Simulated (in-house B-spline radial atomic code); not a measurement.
Configurations of Sn4+, with energies counted from [Kr] 4d10. Method: scalar-relativistic (X2C) B3LYP, spin-polarised, spherical fractional occupations, exact exchange averaged over the configuration, Fermi nucleus of rms radius 4.6519 fm. Calculated with a B-spline radial code for spherical atoms. Shells without spins written out take the highest spin.

Occupations are held fixed; configurations that lie above the ionisation limit could autoionise.

| configuration | E - E(ref) (eV) | highest orbital | its <r> (bohr) |
| --- | --- | --- | --- |
| [Kr] 4d9 5f1 | 60.027 | 5f up | 4.795 |
| [Ar] 3d10 4s2 4p5 4d10 5d1 | 113.75 | 5d up | 2.938 |
| [Ar] 3d10 4s2 4p5 4d10 5f1 | 127.03 | 5f up | 4.747 |
| [Ar] 3d9 4s2 4p6 4d10 5p1 | 495.12 | 5p up | 2.246 |
| [Ar] 3d9 4s2 4p6 4d10 5d1 | 509.27 | 5d up | 2.913 |
| [Ar] 3d9 4s2 4p6 4d10 4f1 | 514.33 | 4f up | 2.512 |

Problem. Order these further configurations by energy, lowest first.
A. [Ar] 3d10 4s2 4p5 4d10 5p1
B. [Kr] 4d9 5p1
C. [Ar] 3d9 4s2 4p6 4d10 5s1
D. [Kr] 4d9 5d1
E. [Kr] 4d9 4f1

Solution. B (32.669 eV), D (46.76 eV), E (51.531 eV), A (99.626 eV), C (484.58 eV).

Problem. How far above the reference does [Ar] 3d10 4s2 4p5 4d10 5s1 lie?

Solution. 89.103 eV; its least bound orbital is 5s up with <r> = 1.988 bohr.
